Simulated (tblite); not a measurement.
A geometry optimisation, step by step.

Compound: C4H8GeOS.
Atom-mapped SMILES: `[CH2:1]=[C:2]1[CH2:3][O:4][Ge@@H:5]([SH:6])[CH2:7]1` (hydrogens: H8, H9 on C1; H10, H11 on C3; H12 on Ge5; H13 on S6; H14, H15 on C7)

Computed with GFN2-xTB (tblite), gas phase: L-BFGS steps from a force-field or distance-geometry start until the largest atomic force falls under 0.01 eV/Å. 13 of its 86 geometries are shown.

Step 0: E = -594.9491 eV, largest atomic force 1.498 eV/Å
```
atom  x, y, z in Å  |  force x, y, z in eV/Å
C1     -1.812   -0.948   -0.665   -0.228   0.524   0.869
C2     -0.904   -0.039   -0.348    0.127   0.484  -1.095
C3     -0.868    0.856    0.858   -1.020   0.691  -0.846
O4      0.143    0.399    1.683    0.520  -0.294   0.656
Ge5     1.510    0.412    0.515    0.440  -0.106   0.037
S6      2.894   -1.257    0.708    1.106  -0.968   0.289
C7      0.365    0.305   -1.093   -0.539  -0.344   0.439
H8     -1.759   -1.562   -1.548   -0.024  -0.004   0.147
H9     -2.657   -1.038    0.027    0.279  -0.272  -0.589
H10    -0.539    1.857    0.463   -0.949  -0.213   0.397
H11    -1.852    0.918    1.335    0.381   0.009   0.375
H12     2.185    1.792    0.582    0.229  -0.241   0.265
H13     2.342   -2.521    0.767   -0.333   1.142  -0.050
H14     0.280    1.305   -1.531   -0.006  -0.397  -0.300
H15     0.668   -0.470   -1.774    0.017  -0.013  -0.595
```

Step 7: E = -595.5468 eV, largest atomic force 0.519 eV/Å
```
atom  x, y, z in Å  |  force x, y, z in eV/Å
C1     -1.832   -0.913   -0.653    0.067   0.132   0.142
C2     -0.934    0.025   -0.395    0.016  -0.090  -0.216
C3     -0.907    0.888    0.844   -0.264   0.012  -0.322
O4      0.156    0.402    1.625    0.432  -0.021   0.286
Ge5     1.595    0.326    0.505   -0.032   0.237  -0.286
S6      3.099   -1.310    0.777   -0.293   0.124   0.133
C7      0.364    0.259   -1.115   -0.218  -0.042   0.063
H8     -1.752   -1.562   -1.511    0.030   0.040   0.022
H9     -2.686   -1.073   -0.009    0.098   0.120  -0.150
H10    -0.718    1.930    0.529   -0.098  -0.082   0.140
H11    -1.831    0.874    1.430    0.139  -0.240   0.016
H12     2.259    1.716    0.652    0.128  -0.258   0.054
H13     2.222   -2.317    0.759    0.004   0.196  -0.002
H14     0.324    1.240   -1.595    0.157  -0.022   0.035
H15     0.637   -0.478   -1.866   -0.165  -0.106   0.084
```

Step 14: E = -595.6643 eV, largest atomic force 0.254 eV/Å
```
atom  x, y, z in Å  |  force x, y, z in eV/Å
C1     -1.824   -0.896   -0.661   -0.094   0.070  -0.025
C2     -0.937    0.052   -0.413    0.135  -0.207   0.060
C3     -0.905    0.863    0.852   -0.191   0.097  -0.071
O4      0.226    0.453    1.588    0.145  -0.077   0.150
Ge5     1.605    0.356    0.434    0.142   0.065   0.052
S6      3.053   -1.242    0.863   -0.040  -0.156   0.082
C7      0.349    0.243   -1.144    0.006   0.036   0.051
H8     -1.739   -1.552   -1.509   -0.005   0.021  -0.107
H9     -2.695   -1.030   -0.042    0.011   0.020   0.019
H10    -0.817    1.924    0.598   -0.080   0.141  -0.001
H11    -1.788    0.729    1.472   -0.077  -0.152   0.091
H12     2.374    1.637    0.678    0.095   0.152  -0.143
H13     2.152   -2.209    0.757   -0.010  -0.050   0.019
H14     0.385    1.219   -1.625   -0.079   0.020  -0.182
H15     0.556   -0.539   -1.869    0.043   0.021   0.004
```

Step 21: E = -595.7399 eV, largest atomic force 0.303 eV/Å
```
atom  x, y, z in Å  |  force x, y, z in eV/Å
C1     -1.827   -0.861   -0.694   -0.020  -0.063  -0.003
C2     -0.903    0.033   -0.394   -0.006   0.168   0.004
C3     -0.909    0.825    0.884    0.055   0.012   0.120
O4      0.289    0.533    1.585    0.106   0.166  -0.191
Ge5     1.669    0.427    0.404   -0.092  -0.240   0.161
S6      2.988   -1.268    0.985   -0.084   0.152  -0.083
C7      0.363    0.251   -1.146    0.137  -0.040  -0.035
H8     -1.756   -1.495   -1.560   -0.031   0.052  -0.085
H9     -2.695   -0.984   -0.073   -0.069  -0.049   0.010
H10    -0.972    1.904    0.677   -0.010  -0.109  -0.020
H11    -1.748    0.542    1.520   -0.004  -0.031   0.095
H12     2.520    1.682    0.578   -0.040   0.012  -0.085
H13     2.068   -2.197    0.773   -0.066  -0.002   0.023
H14     0.351    1.175   -1.723   -0.053   0.112   0.099
H15     0.559   -0.560   -1.839    0.177  -0.141  -0.010
```

Step 28: E = -595.7850 eV, largest atomic force 0.145 eV/Å
```
atom  x, y, z in Å  |  force x, y, z in eV/Å
C1     -1.833   -0.831   -0.721   -0.006  -0.029  -0.043
C2     -0.882    0.021   -0.385   -0.031   0.007   0.082
C3     -0.904    0.790    0.916    0.108  -0.026   0.057
O4      0.352    0.682    1.558    0.020   0.017   0.020
Ge5     1.691    0.448    0.386   -0.036   0.000   0.002
S6      2.920   -1.268    1.045    0.055   0.034  -0.047
C7      0.391    0.233   -1.144   -0.012  -0.017   0.097
H8     -1.785   -1.403   -1.631   -0.012  -0.021  -0.060
H9     -2.707   -0.974   -0.108   -0.011   0.020  -0.010
H10    -1.119    1.853    0.739   -0.063  -0.054  -0.088
H11    -1.658    0.390    1.600    0.028   0.014  -0.055
H12     2.582    1.673    0.449    0.051   0.066  -0.003
H13     1.972   -2.162    0.804   -0.068  -0.019   0.027
H14     0.333    1.155   -1.729    0.095  -0.076   0.039
H15     0.643   -0.600   -1.800   -0.117   0.084  -0.018
```

Step 35: E = -595.7999 eV, largest atomic force 0.081 eV/Å
```
atom  x, y, z in Å  |  force x, y, z in eV/Å
C1     -1.840   -0.816   -0.741    0.018  -0.001  -0.006
C2     -0.872    0.003   -0.368    0.014  -0.025   0.012
C3     -0.893    0.765    0.936    0.019  -0.020   0.004
O4      0.382    0.773    1.547   -0.008   0.004  -0.009
Ge5     1.712    0.468    0.385   -0.048   0.021  -0.062
S6      2.903   -1.271    1.048    0.056  -0.016  -0.005
C7      0.402    0.214   -1.122   -0.001  -0.001  -0.028
H8     -1.800   -1.354   -1.674    0.004   0.001   0.000
H9     -2.721   -0.964   -0.140   -0.001   0.029  -0.012
H10    -1.210    1.798    0.743    0.004   0.011   0.010
H11    -1.596    0.313    1.640   -0.011  -0.002  -0.003
H12     2.629    1.679    0.390    0.009   0.024   0.019
H13     1.906   -2.121    0.840   -0.031  -0.027   0.037
H14     0.365    1.132   -1.711   -0.026   0.023   0.028
H15     0.629   -0.610   -1.795    0.001  -0.022   0.014
```

Step 42: E = -595.8023 eV, largest atomic force 0.050 eV/Å
```
atom  x, y, z in Å  |  force x, y, z in eV/Å
C1     -1.839   -0.818   -0.745   -0.008   0.022   0.007
C2     -0.870   -0.004   -0.365    0.010  -0.022  -0.014
C3     -0.890    0.761    0.937    0.001  -0.013  -0.020
O4      0.386    0.775    1.543   -0.006  -0.018  -0.004
Ge5     1.716    0.468    0.376   -0.023   0.030   0.002
S6      2.914   -1.277    1.024   -0.006  -0.013  -0.008
C7      0.400    0.210   -1.124    0.042   0.025   0.008
H8     -1.797   -1.354   -1.679   -0.004   0.003   0.015
H9     -2.724   -0.950   -0.148   -0.030  -0.021  -0.004
H10    -1.210    1.794    0.739    0.009  -0.007   0.021
H11    -1.594    0.311    1.642    0.021   0.005  -0.001
H12     2.626    1.689    0.399   -0.008  -0.028  -0.003
H13     1.899   -2.121    0.874    0.010   0.018   0.036
H14     0.351    1.137   -1.697   -0.002  -0.011  -0.036
H15     0.627   -0.613   -1.798   -0.007   0.032   0.000
```

Step 50: E = -595.8056 eV, largest atomic force 0.049 eV/Å
```
atom  x, y, z in Å  |  force x, y, z in eV/Å
C1     -1.845   -0.806   -0.755   -0.002  -0.006  -0.007
C2     -0.866   -0.008   -0.366   -0.015   0.005  -0.025
C3     -0.880    0.744    0.944   -0.019  -0.004  -0.015
O4      0.402    0.781    1.535    0.007  -0.020   0.001
Ge5     1.722    0.477    0.360    0.000   0.007  -0.014
S6      2.913   -1.274    0.997   -0.007  -0.040   0.007
C7      0.399    0.216   -1.133    0.011   0.001   0.011
H8     -1.802   -1.342   -1.688    0.001   0.016  -0.037
H9     -2.740   -0.936   -0.172    0.022  -0.006   0.043
H10    -1.225    1.772    0.765    0.003   0.007   0.011
H11    -1.563    0.270    1.653   -0.010   0.001   0.005
H12     2.646    1.684    0.395   -0.008   0.007  -0.016
H13     1.869   -2.097    0.969    0.021   0.034   0.023
H14     0.332    1.134   -1.719    0.015  -0.002   0.011
H15     0.634   -0.607   -1.805   -0.017   0.001   0.003
```

Step 57: E = -595.8097 eV, largest atomic force 0.065 eV/Å
```
atom  x, y, z in Å  |  force x, y, z in eV/Å
C1     -1.853   -0.796   -0.776    0.028   0.035   0.026
C2     -0.870   -0.005   -0.382    0.022   0.016   0.037
C3     -0.872    0.716    0.947   -0.002   0.029   0.022
O4      0.417    0.746    1.523    0.007  -0.017   0.061
Ge5     1.727    0.476    0.334    0.051  -0.023  -0.016
S6      2.920   -1.290    0.942    0.024   0.038   0.010
C7      0.394    0.228   -1.149   -0.020  -0.014  -0.015
H8     -1.819   -1.309   -1.724   -0.042   0.022   0.034
H9     -2.735   -0.932   -0.173    0.022  -0.036  -0.050
H10    -1.221    1.747    0.803   -0.005   0.015  -0.036
H11    -1.541    0.230    1.661   -0.018  -0.039  -0.037
H12     2.651    1.685    0.378   -0.031  -0.007  -0.025
H13     1.844   -2.035    1.151   -0.029  -0.016   0.015
H14     0.325    1.144   -1.738    0.000   0.017   0.012
H15     0.628   -0.596   -1.818   -0.008  -0.020  -0.037
```

Step 64: E = -595.8134 eV, largest atomic force 0.047 eV/Å
```
atom  x, y, z in Å  |  force x, y, z in eV/Å
C1     -1.853   -0.794   -0.775    0.010   0.021  -0.015
C2     -0.871    0.003   -0.389   -0.004  -0.022   0.009
C3     -0.865    0.711    0.946   -0.011  -0.003  -0.006
O4      0.419    0.685    1.537   -0.012  -0.018  -0.042
Ge5     1.725    0.459    0.326    0.000  -0.008   0.012
S6      2.933   -1.299    0.919   -0.007   0.002   0.022
C7      0.388    0.238   -1.162   -0.023  -0.008   0.007
H8     -1.834   -1.292   -1.730   -0.004  -0.003   0.014
H9     -2.725   -0.953   -0.163    0.017   0.012  -0.024
H10    -1.179    1.754    0.803    0.008  -0.002   0.005
H11    -1.564    0.233    1.638    0.020   0.009   0.014
H12     2.622    1.688    0.367    0.004   0.001  -0.017
H13     1.859   -2.007    1.244    0.016   0.007   0.004
H14     0.330    1.163   -1.739   -0.013  -0.006   0.024
H15     0.610   -0.582   -1.843   -0.001   0.019  -0.006
```

Step 71: E = -595.8159 eV, largest atomic force 0.033 eV/Å
```
atom  x, y, z in Å  |  force x, y, z in eV/Å
C1     -1.862   -0.783   -0.792   -0.015  -0.005  -0.016
C2     -0.873   -0.002   -0.394    0.001   0.001  -0.015
C3     -0.854    0.686    0.949    0.024  -0.007  -0.004
O4      0.435    0.639    1.526    0.012   0.010   0.029
Ge5     1.731    0.442    0.301    0.007  -0.012   0.028
S6      2.933   -1.313    0.915    0.023   0.019  -0.001
C7      0.380    0.242   -1.173   -0.005   0.009  -0.015
H8     -1.847   -1.266   -1.754   -0.008  -0.017  -0.016
H9     -2.735   -0.947   -0.183   -0.008   0.004   0.003
H10    -1.157    1.734    0.824   -0.016   0.006  -0.001
H11    -1.548    0.206    1.645    0.005   0.007  -0.006
H12     2.614    1.685    0.327    0.003  -0.015  -0.005
H13     1.869   -1.941    1.393    0.002  -0.012   0.010
H14     0.315    1.181   -1.725   -0.011   0.026   0.001
H15     0.593   -0.556   -1.880   -0.014  -0.014   0.009
```

Step 78: E = -595.8167 eV, largest atomic force 0.028 eV/Å
```
atom  x, y, z in Å  |  force x, y, z in eV/Å
C1     -1.867   -0.780   -0.800   -0.013  -0.004   0.002
C2     -0.876   -0.003   -0.398   -0.001   0.012  -0.005
C3     -0.851    0.680    0.948    0.005  -0.009   0.003
O4      0.439    0.626    1.525   -0.019   0.001  -0.002
Ge5     1.731    0.430    0.297    0.019   0.003  -0.005
S6      2.945   -1.314    0.922   -0.021   0.011  -0.001
C7      0.374    0.247   -1.177    0.009  -0.009  -0.008
H8     -1.856   -1.264   -1.763    0.011   0.015   0.002
H9     -2.739   -0.943   -0.192   -0.011  -0.002   0.014
H10    -1.150    1.730    0.827   -0.010   0.003  -0.002
H11    -1.545    0.202    1.643   -0.006   0.000   0.001
H12     2.614    1.673    0.314    0.005  -0.001   0.001
H13     1.888   -1.925    1.439    0.025  -0.012   0.005
H14     0.309    1.194   -1.717    0.006  -0.006   0.008
H15     0.581   -0.546   -1.891    0.003  -0.002  -0.012
```

Step 85: E = -595.8173 eV, largest atomic force 0.009 eV/Å
```
atom  x, y, z in Å  |  force x, y, z in eV/Å
C1     -1.873   -0.777   -0.803    0.001   0.001  -0.002
C2     -0.880   -0.003   -0.401    0.003   0.006   0.001
C3     -0.853    0.678    0.946    0.001   0.000   0.004
O4      0.436    0.621    1.523   -0.002   0.004   0.002
Ge5     1.730    0.423    0.295   -0.002  -0.003  -0.003
S6      2.954   -1.310    0.926    0.001  -0.002  -0.002
C7      0.371    0.247   -1.180    0.005  -0.001   0.000
H8     -1.863   -1.254   -1.768   -0.005  -0.002  -0.002
H9     -2.744   -0.941   -0.193   -0.001   0.003  -0.002
H10    -1.153    1.728    0.827    0.001   0.000   0.002
H11    -1.548    0.199    1.640    0.001  -0.002   0.001
H12     2.618    1.663    0.305   -0.007   0.003   0.004
H13     1.916   -1.926    1.472    0.005   0.001   0.000
H14     0.310    1.200   -1.709    0.001  -0.003  -0.004
H15     0.575   -0.539   -1.902   -0.002  -0.004  -0.001
```

Q: Summarise the path.

A: The energy falls by 20.02 kcal/mol from step 0 to step 85; nine tenths of that is first reached at step 21. It falls at every step. The largest force goes from 1.498 to 0.009 eV/Å. Among the bonds S6–H13 changes most, from 1.380 to 1.325 Å; the atoms move by 0.465 Å rms after alignment.

The cost below is that of the whole relaxation. Time: 1.0 s wall. Hardware: one thread, Arm Neoverse N1 (aarch64), on a shared host.
